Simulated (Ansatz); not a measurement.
Reaction (silylene formation by 1,1-elimination): `C[SiH](F)[SiH2]N` → `C[Si]F` + `N[SiH3]`

Isolated molecules relaxed with PBE0-D4/def2-TZVP in Ansatz; ΔE leaves out vibrations. CBS: MP2 limit from def2 TZ/QZ plus the TZ coupled-cluster correction, frozen cores. This one scheme is used for every species. Functionals use def2-TZVPP. B3LYP here is the variant with VWN-RPA as its local correlation; programs differ in this. HSE06 is defined as in plane-wave codes. Each species was taken in one conformer, which may not be the lowest.

| level | ΔE (kJ/mol) | difference from CCSD(T)/CBS |
| --- | --- | --- |
| LDA (SPW92) | 205.1 | 24.4 |
| PBE-D4 | 187.5 | 6.8 |
| BLYP-D4 | 164.6 | -16.1 |
| r2SCAN-D4 | 199.1 | 18.4 |
| B97M-V | 182.4 | 1.7 |
| PBE0-D4 | 197.9 | 17.2 |
| B3LYP-D4 | 176.3 | -4.4 |
| r2SCANh-D4 | 200.6 | 19.9 |
| r2SCAN0-D4 | 202.8 | 22.1 |
| HSE06-D4 | 197.6 | 16.9 |
| BHLYP-D4 | 187.7 | 7.0 |
| CAM-B3LYP-D4 | 180.0 | -0.7 |
| ωB97X-V | 190.7 | 10.0 |
| ωB97M-V | 168.7 | -12.0 |
| PBE-QIDH | 197.2 | 16.5 |
| PBE | 177.1 | -3.6 |
| revPBE | 163.7 | -17.0 |
| r2SCAN | 196.0 | 15.3 |
| PBE0 | 188.5 | 7.8 |
| r2SCANh | 197.2 | 16.5 |
| r2SCAN0 | 199.1 | 18.4 |
| HSE06 | 188.6 | 7.9 |
| BHLYP | 173.0 | -7.7 |
| CAM-B3LYP | 170.0 | -10.7 |
| LC-ωPBE | 196.6 | 15.9 |
| RPA@PBE/def2-TZVPP | 160.5 | -20.2 |
| HF/def2-SVP | 162.0 | -18.7 |
| MP2/def2-SVP | 176.5 | -4.2 |
| CCSD/def2-SVP | 161.4 | -19.3 |
| CCSD(T)/def2-SVP | 163.1 | -17.6 |
| HF/def2-TZVPP | 164.1 | -16.6 |
| MP2/def2-TZVPP | 186.3 | 5.6 |
| SCS-MP2/def2-TZVPP | 176.5 | -4.2 |
| CCSD/def2-TZVPP | 173.3 | -7.4 |
| CCSD(T)/def2-TZVPP | 175.8 | -4.9 |
| HF/def2-QZVPP | 163.0 | -17.7 |
| MP2/def2-QZVPP | 188.8 | 8.1 |
| SCS-MP2/def2-QZVPP | 179.5 | -1.2 |
| HF/CBS(def2) | 162.9 | -17.8 |
| CCSD/CBS(def2) | 178.2 | -2.5 |
| CCSD(T)/CBS | 180.7 | 0 |

Largest T1 diagnostic among the species: 0.014.

Leaving LDA and LC-ωPBE aside and taking each functional with its dispersion term where it has one, the values spread over 38.2 kJ/mol, from BLYP-D4 to r2SCAN0-D4. LDA lies +28.0 kJ/mol from PBE without D4. From r2SCAN to r2SCAN0 (25 % exact exchange), in def2-TZVPP and without D4, ΔE moves by +3.1 kJ/mol.
